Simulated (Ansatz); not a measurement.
K4H4⁺, that is (KH)4 ring with one electron fewer. The state is a doublet with charge 1. Geometry PBE-D4/def2-SVP; atoms count from 1.

```xyz
8

K     3.027    0.977    1.150
H     2.450    0.992   -1.231
K     0.992    0.650   -3.169
H    -1.246   -0.200   -2.643
K    -3.027   -0.977   -1.151
H    -2.451   -0.992    1.231
K    -0.992   -0.650    3.169
H     1.246    0.200    2.643
```

Problem. Estimate the Mulliken populations from the PBE0/def2-TZVP orbitals of Ansatz.

Solution. 
| atom | charge (e) | spin (α − β) |
| --- | --- | --- |
| K1 | 0.72 | -0.03 |
| H2 | -0.47 | 0.28 |
| K3 | 0.72 | -0.03 |
| H4 | -0.47 | 0.29 |
| K5 | 0.72 | -0.03 |
| H6 | -0.47 | 0.28 |
| K7 | 0.72 | -0.03 |
| H8 | -0.47 | 0.29 |
Mulliken values and Mayer orders depend strongly on the basis.

Problem. Where does the spin sit?

Solution. Summed by element: K -0.14, H 1.14, of 1 unpaired in all. Largest on single atoms: H4 0.29, H8 0.29, H2 0.28.
